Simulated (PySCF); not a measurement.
Si(CCH)2(Cl)(F) (C₄H₂ClFSi), SMILES C#C[Si](F)(Cl)C#C. The structure is a stationary point at ωB97X-D3(BJ)/def2-SVP. This is a generated structure with no PubChem entry under its InChIKey; it may be hypothetical.

Give the equilibrium geometry at ωB97X-D3(BJ)/def2-SVP (PySCF confirms it by a frequency run) as a Z-matrix, and its point group. (Estimate from the structure and the level; the computed values follow.)

point group Cs.
```
Si
F 1 1.6150
C 1 1.8168 2 108.86
C 3 1.2132 2 147.27 1 -179.39
H 4 1.0778 2 156.97 1 -179.66
C 1 1.8168 2 108.86 3 121.92
C 6 1.2132 2 147.27 1 179.39
H 7 1.0778 2 156.97 1 179.66
Cl 1 2.0393 2 107.63 6 119.04
```
Charge 0, spin multiplicity 1.
